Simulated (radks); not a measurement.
Values are calculated unless marked as measured or tabulated.
Species: Pr0.9+. Configuration: [Kr] 4d10 4f3 5s1.1 5p6 6s2 (fractional occupations, a model configuration). Code: a radial shooting solver on a logarithmic mesh with Libxc functionals. Model: Dirac Kohn-Sham, PBE, spin-unpolarised, spherical densities, point nucleus; open shells fill j = l - 1/2 first.

Normalised radial functions P(r) = r R(r) (large component), r in bohr:

```
   r/bohr * 5p3/2, o 4f7/2 (the largest magnitude, 0.947, reaches the edge; | marks zero, & curves that meet)
 0.001155                             &
 0.001344                             &
 0.001565                             &
 0.001822                             &
 0.002121                             &
 0.002469                             &
 0.002874                             &
 0.003346                             &
 0.003895                             &
 0.004535                             &
 0.005279                             &
 0.006145                             &
 0.007154                             o*
 0.008329                             o*
 0.009696                             o*
  0.01129                             o*
  0.01314                             o*
   0.0153                             o *
  0.01781                             o *
  0.02073                             o  *
  0.02414                             o  *
   0.0281                             o   *
  0.03271                             o    *
  0.03808                             o    *
  0.04433                             o     *
  0.05161                             o     *
  0.06008                             o     *
  0.06995                             o    *
  0.08143                             |o  *
   0.0948                             |o*
   0.1104                            *| o
   0.1285                          *  | o
   0.1496                       *     |   o
   0.1741                     *       |    o
   0.2027                    *        |      o
    0.236                      *      |         o
   0.2747                         *   |            o
   0.3198                             |*              o
   0.3723                             |     *            o
   0.4334                             |         *           o
   0.5046                             |            *           o
   0.5874                             |           *             o
   0.6838                             |      *                   o
   0.7961                             *                          o
   0.9268                     *       |                        o
    1.079             *               |                      o
    1.256       *                     |                   o
    1.462    *                        |                o
    1.702     *                       |             o
    1.982        *                    |          o
    2.307            *                |       o
    2.686                 *           |     o
    3.127                      *      |   o
     3.64                         *   |  o
    4.237                           * | o
    4.933                            *|o
    5.743                             *o
    6.686                             &
    7.783                             &
    9.061                             &
    10.55                             &
    12.28                             &
```

5p3/2: eigenvalue -29.542 eV, 3 radial nodes at r = 0.107, 0.315, 0.800 bohr, <r> = 1.75 bohr, 90 % of the charge inside 2.55 bohr. 4f7/2 (empty): eigenvalue -10.808 eV, 0 radial nodes, <r> = 1.10 bohr, 90 % of the charge inside 1.93 bohr.
